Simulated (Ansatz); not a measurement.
`N#C[SiH2]CF` + NH₃ → `N[SiH2]CF` + `C#N` at 600 K and 1 bar (ligand exchange at the Si–C bond).

Computed with Ansatz on PBE0-D4/def2-TZVP structures; ΔE is electronic, products minus reactants. CBS: MP2 limit from def2 TZ/QZ plus the TZ coupled-cluster correction, frozen cores. This one scheme is used for every species. Each species was taken in one conformer, which may not be the lowest.

```
      species  CCSD(T)/CBS energy (Eh)  H − E (kJ/mol)  S (J/(mol·K))
`N#C[SiH2]CF`               -522.05904           201.2          418.8
          NH₃                -56.50880           112.4          219.5
  `N[SiH2]CF`               -485.25003           247.5          410.9
        `C#N`                -93.32098            64.3          228.4
```

H − E and S are ideal-gas, rigid-rotor, harmonic terms from PBE0-D4/def2-TZVP, for one conformer and one mirror image of each species. 1 Eh = 2625.50 kJ/mol, R = 8.31446 J/(mol·K).

Q: By hand: ΔE, ΔH, ΔS and ΔG.

A: ΔE = (-485.25003) + (-93.32098) − (-522.05904) − (-56.50880) = -0.00317 Eh = -8.3 kJ/mol. Δ(H − E) = 247.5 + 64.3 − 201.2 − 112.4 = -1.8, so ΔH = -10.1 kJ/mol. ΔS = 410.9 + 228.4 − 418.8 − 219.5 = 1.0 J/(mol·K). ΔG = -10.1 − 600 × (1.0)/1000 = -10.7 kJ/mol.

Q: By hand: the equilibrium constant, and the temperature at which ΔG would vanish if ΔH and ΔS stayed fixed.

A: log₁₀ K = −ΔG/(RT ln 10) = 0.9. ΔH and −TΔS have one sign here, so there is no such temperature.

The number of gas molecules stays the same, so ΔS is small and ΔH decides. A doubt of 5 kJ/mol in ΔE shifts log₁₀ K by 0.4 here. Other conformers and mirror images would add mixing entropy, several J/(mol·K) or more a flexible species. These are equilibria of isolated gas molecules and say nothing of rates. Largest T1 diagnostic: 0.014 (customary marks: 0.02 for closed shells, 0.045 for open ones).

ΔS is within the doubt of such terms, so its sign, and with it that verdict, could turn.
